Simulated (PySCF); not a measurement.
# Zn²⁺: ionisation energy

Zn²⁺ [Ar] 3d10 (1S) → Zn³⁺ [Ar] 3d9 (2D), as a difference of total energies. Calculation: PySCF 2.14, in def2-TZVPPD (6s6p4d2f1g, 67 functions); no relativity, point nucleus. Correlated levels: valence and next inner shell: [Ne] frozen. The calculations carry no spin-orbit coupling.

```json
{"method": "UHF", "ionisation energy (eV)": "37.327", "plus first-order spin-orbit estimate": "37.188", "difference from reference of that sum (eV)": "-2.535"}
{"method": "MP2 (valence and next inner shell)", "ionisation energy (eV)": "40.751", "plus first-order spin-orbit estimate": "40.612", "difference from reference of that sum (eV)": "+0.889"}
{"method": "SCS-MP2 (valence and next inner shell)", "ionisation energy (eV)": "40.292", "plus first-order spin-orbit estimate": "40.153", "difference from reference of that sum (eV)": "+0.430"}
{"method": "CCSD (valence and next inner shell)", "ionisation energy (eV)": "39.737", "plus first-order spin-orbit estimate": "39.597", "difference from reference of that sum (eV)": "-0.126"}
{"method": "CCSD(T) (valence and next inner shell)", "ionisation energy (eV)": "39.824", "plus first-order spin-orbit estimate": "39.685", "difference from reference of that sum (eV)": "-0.038"}
```

Reference: 39.723 eV (measured; NIST Atomic Spectra Database, ionization energies).

A first-order spin-orbit estimate (lowest level to lowest level, LS coupling) adds -0.139 eV.

These non-relativistic numbers lack the scalar-relativistic shift.

Errors of the correlated levels include the incompleteness of this basis and the frozen core.
